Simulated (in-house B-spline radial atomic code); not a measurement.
**The iridium ion Ir⁵⁺: [Xe] 4f13 5d4 6g1 (an excited or competing configuration)**

Computed with an all-electron radial atomic-structure program (B-spline basis): Dirac-Hartree-Fock, average of configuration, Fermi nucleus of rms radius 5.4032 fm.

Screening seen three ways: the hydrogenic charge with the same mean radius, Z_r = [3n² - l(l+1)]/(2<r>), the one with the same energy, Z_e = n√(-2ε), and Slater's rules. Values are occupation-weighted means over j. An effective charge above Z reflects the relativistic contraction of the inner shells.

```json
{"shell": "1s", "electrons": "2", "ε (eV)": "-76701", "<r> (bohr)": "0.01744", "Z_r": "86.01", "Z_e": "75.08", "Slater": "76.70"}
{"shell": "2s", "electrons": "2", "ε (eV)": "-13636", "<r> (bohr)": "0.07292", "Z_r": "82.28", "Z_e": "63.32", "Slater": "72.85"}
{"shell": "2p", "electrons": "6", "ε (eV)": "-11952", "<r> (bohr)": "0.06576", "Z_r": "76.03", "Z_e": "59.28", "Slater": "72.85"}
{"shell": "3s", "electrons": "2", "ε (eV)": "-3327.1", "<r> (bohr)": "0.1895", "Z_r": "71.23", "Z_e": "46.91", "Slater": "65.75"}
{"shell": "3p", "electrons": "6", "ε (eV)": "-2819.4", "<r> (bohr)": "0.1901", "Z_r": "65.77", "Z_e": "43.19", "Slater": "65.75"}
{"shell": "3d", "electrons": "10", "ε (eV)": "-2213.4", "<r> (bohr)": "0.1734", "Z_r": "60.57", "Z_e": "38.26", "Slater": "55.85"}
{"shell": "4s", "electrons": "2", "ε (eV)": "-816.47", "<r> (bohr)": "0.4223", "Z_r": "56.84", "Z_e": "30.99", "Slater": "49.25"}
{"shell": "4p", "electrons": "6", "ε (eV)": "-644.72", "<r> (bohr)": "0.447", "Z_r": "51.45", "Z_e": "27.54", "Slater": "49.25"}
{"shell": "4d", "electrons": "10", "ε (eV)": "-419.04", "<r> (bohr)": "0.4753", "Z_r": "44.18", "Z_e": "22.20", "Slater": "37.85"}
{"shell": "5s", "electrons": "2", "ε (eV)": "-196.63", "<r> (bohr)": "0.9622", "Z_r": "38.97", "Z_e": "19.01", "Slater": "20.20"}
{"shell": "4f", "electrons": "13", "ε (eV)": "-172.69", "<r> (bohr)": "0.5172", "Z_r": "34.81", "Z_e": "14.25", "Slater": "26.80"}
{"shell": "5p", "electrons": "6", "ε (eV)": "-145.9", "<r> (bohr)": "1.079", "Z_r": "33.83", "Z_e": "16.37", "Slater": "20.20"}
{"shell": "5d", "electrons": "4", "ε (eV)": "-85.743", "<r> (bohr)": "1.351", "Z_r": "25.53", "Z_e": "12.55", "Slater": "8.95"}
{"shell": "6g", "electrons": "1", "ε (eV)": "-13.729", "<r> (bohr)": "7.206", "Z_r": "6.11", "Z_e": "6.03", "Slater": "-"}
```

The least bound orbital is 6g7/2 at -13.73 eV, and it is also the most diffuse (<r> = 7.208 bohr). The part-filled 4f shell lies below the filled 5p shell in orbital energy.

Spin-orbit splittings of the orbital energies (j = l + 1/2 above j = l - 1/2 when positive): 2p 1630 eV, 3p 362.1 eV, 3d 77.45 eV, 4p 87.24 eV, 4d 16.49 eV, 4f 3.365 eV, 5p 15.79 eV, 5d 1.891 eV, 6g -0.002964 eV.

For the 1s electron the small component carries 8.5 % of the norm, the zero-frequency Breit interaction raises the level by 277.9 eV, self-energy by 176 eV, and vacuum polarisation lowers it by 34.82 eV.
